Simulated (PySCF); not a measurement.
Computed shifts of a molecule C4H6BFO, PBE/pcSseg-1 (PySCF), GIAO, gas phase, equivalent atoms averaged, in ppm (number of nuclei): ¹³C: 163.2 (1), 145.4 (1), 84.2 (1), 7.4 (1). ¹⁹F: -146.3 (1). ¹H: 6.99 (1), 4.92 (2), 1.35 (3). References: ¹³C against TMS (σ = 182.0 ppm); ¹¹B against BF3 (σ = 83.9 ppm); ¹⁷O against H2O (σ = 334.3 ppm); ¹⁹F against CFCl3 (σ = 133.6 ppm); ¹H against TMS (σ = 31.49 ppm), references at their B3LYP-D3(BJ)/def2-TZVP geometries, non-relativistic. The structure is a stationary point at B3LYP-D3(BJ)/def2-SVP. One conformer was computed; it need not be the lowest.

**Question.** Which structure fits?
A. CB1CO/C1=C\F
B. FB1C=CCOC1
C. C[C@H]1C=CB(F)O1
D. O[C@H]1CC=CB1F

**Answer.** A, CB1CO/C1=C\F
